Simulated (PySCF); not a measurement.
**Correlation energy of F⁺ (fluorine, charge +1)**

[He] 2s2 2p4, high-spin 3P determinant. Computed with PySCF 2.14 in dyall-av2z (11s7p2d, 42 functions), with no relativity, point nucleus. Frozen: 1s2; 6 electrons correlated; the 8 highest virtual orbitals of each spin left out.

```csv
level,correlation energy (mhartree)
CCSD,-138.67
(T),-1.47
CCSD(T),-140.14
CCSDT,-140.29
```

Diagnostics: T1 = 0.0047, D1 = 0.0076, largest double amplitude 0.023.

Cost of the coupled-cluster step: about 1.5 core-seconds, for 6 correlated electrons.

Iterations:

```
CC2 = 0
CCSD nocc = (np.int64(4), np.int64(2)), nmo = (33, 33)
frozen orbitals [[0, 34, 35, 36, 37, 38, 39, 40, 41], [0, 34, 35, 36, 37, 38, 39, 40, 41]]
max_cycle = 100
direct = 0
conv_tol = 1e-08
conv_tol_normt = 1e-06
diis_space = 8
diis_start_cycle = 0
Init t2, MP2 energy = -0.123959249498411
Init E_corr(UCCSD) = -0.12395924949931
cycle = 1  E_corr(UCCSD) = -0.135614101401958  dE = -0.0116548519  norm(t1,t2) = 0.0222281
cycle = 2  E_corr(UCCSD) = -0.13777916259491  dE = -0.00216506119  norm(t1,t2) = 0.00716962
cycle = 3  E_corr(UCCSD) = -0.138695812545115  dE = -0.00091664995  norm(t1,t2) = 0.00312114
cycle = 4  E_corr(UCCSD) = -0.138655783862073  dE = 4.0028683e-05  norm(t1,t2) = 0.000773866
cycle = 5  E_corr(UCCSD) = -0.138664425649829  dE = -8.64178776e-06  norm(t1,t2) = 0.000179865
cycle = 6  E_corr(UCCSD) = -0.138667893742876  dE = -3.46809305e-06  norm(t1,t2) = 4.82653e-05
cycle = 7  E_corr(UCCSD) = -0.138667260208248  dE = 6.33534628e-07  norm(t1,t2) = 1.17155e-05
cycle = 8  E_corr(UCCSD) = -0.138667223759755  dE = 3.6448493e-08  norm(t1,t2) = 2.57692e-06
cycle = 9  E_corr(UCCSD) = -0.138667235423014  dE = -1.16632588e-08  norm(t1,t2) = 5.59568e-07
cycle = 10  E_corr(UCCSD) = -0.138667236282748  dE = -8.59734145e-10  norm(t1,t2) = 1.21745e-07
UCCSD converged
E(UCCSD) = -98.9739135087395  E_corr = -0.138667236282748
UCCSD(T) correction = -0.0014732641078687
```
